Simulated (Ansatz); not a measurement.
lithium fluoride (FLi), singlet, geometry from GFN2-xTB (such geometries of metal compounds can be far from the true shape). Base run: PBE0/def2-SV(P) in Ansatz (an electronic-structure program).

Ansatz was given this input:
Ansatz 0.2 input:
```yaml
crystal:
  periodic: [false, false, false]
  atoms:
    - {symbol: Li, position_ang: [-0.00000000, -0.00000000, -1.14043347]}
    - {symbol: F, position_ang: [0.00000000, 0.00000000, 0.38014449]}
basis:
  gaussian:
    orbitals: def2-SV_P_.json
hamiltonian:
  xc: pbe0
```
The basis file holds def2-SV(P) in the JSON format of the Basis Set Exchange.

Each row names what was changed in the base input (with any setting that the change needs).

```tsv
change	ΔE vs base (mEh)
base	0.000
occupation = up:A1:3 B1:1 B2:2 down:A1:3 B1:1 B2:2	1095.2
occupation = up:A1:4 B2:1 A2:1 down:A1:4 B2:1 A2:1	6742.2
occupation = up:A1:4 B1:2 down:A1:4 B1:2	1073.8
symmetry_tolerance_ang = 0.01	0.000
occupation = up:A1:4 B2:2 down:A1:4 B2:2	1073.8
occupation = up:A1:4 B1:1 B2:1 down:A1:4 B1:1 B2:1	0.000
```
